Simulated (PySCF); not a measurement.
CH6SSi, SMILES CS[SiH3]. Atoms are numbered in the order given.

```xyz
9

Si    -0.2262     1.3601     0.0000
S      0.7458    -0.5572     0.0000
C     -0.7334    -1.6500     0.0000
H      0.8629     2.3740     0.0000
H     -1.0878     1.5350     1.2072
H     -1.0878     1.5350    -1.2072
H     -1.3459    -1.4932    -0.8998
H     -0.3610    -2.6833     0.0000
H     -1.3459    -1.4932     0.8998
```
Charge 0, spin multiplicity 1.

Coordinates come from a B3LYP-D3(BJ)/def2-SVP optimisation.

Method: PBE0/pcJ-1 (PySCF).

Isotropic couplings with Fermi-contact, spin-dipole and both spin-orbit terms, one fixed conformer, no vibrational averaging. Isotopes: 13C, 1H, 29Si.

Question: Estimate the spin–spin coupling constants. (The exact figures need the calculation; the answer reports its results.)

Answer: 
```json
[
 {"pair": "Si1–H4", "bonds apart": "1", "J (Hz)": "-216.5"},
 {"pair": "Si1–H5", "bonds apart": "1", "J (Hz)": "-213.3"},
 {"pair": "Si1–H6", "bonds apart": "1", "J (Hz)": "-213.3"},
 {"pair": "C3–H7", "bonds apart": "1", "J (Hz)": "141.8"},
 {"pair": "C3–H8", "bonds apart": "1", "J (Hz)": "140.3"},
 {"pair": "C3–H9", "bonds apart": "1", "J (Hz)": "141.8"},
 {"pair": "Si1–C3", "bonds apart": "2", "J (Hz)": "2.3"},
 {"pair": "H4–H5", "bonds apart": "2", "J (Hz)": "2.5"},
 {"pair": "H4–H6", "bonds apart": "2", "J (Hz)": "2.5"},
 {"pair": "H5–H6", "bonds apart": "2", "J (Hz)": "12.1"},
 {"pair": "H7–H8", "bonds apart": "2", "J (Hz)": "-14.1"},
 {"pair": "H7–H9", "bonds apart": "2", "J (Hz)": "-10.4"},
 {"pair": "H8–H9", "bonds apart": "2", "J (Hz)": "-14.1"},
 {"pair": "Si1–H7", "bonds apart": "3", "J (Hz)": "-2.7"},
 {"pair": "Si1–H8", "bonds apart": "3", "J (Hz)": "-13.0"},
 {"pair": "Si1–H9", "bonds apart": "3", "J (Hz)": "-2.7"},
 {"pair": "C3–H4", "bonds apart": "3", "J (Hz)": "8.2"},
 {"pair": "C3–H5", "bonds apart": "3", "J (Hz)": "1.8"},
 {"pair": "C3–H6", "bonds apart": "3", "J (Hz)": "1.8"},
 {"pair": "H4–H7", "bonds apart": "4", "J (Hz)": "-1.1"},
 {"pair": "H4–H8", "bonds apart": "4", "J (Hz)": "3.8"},
 {"pair": "H4–H9", "bonds apart": "4", "J (Hz)": "-1.1"},
 {"pair": "H5–H8", "bonds apart": "4", "J (Hz)": "-0.6"},
 {"pair": "H5–H9", "bonds apart": "4", "J (Hz)": "0.8"},
 {"pair": "H6–H7", "bonds apart": "4", "J (Hz)": "0.8"},
 {"pair": "H6–H8", "bonds apart": "4", "J (Hz)": "-0.6"}
]
```
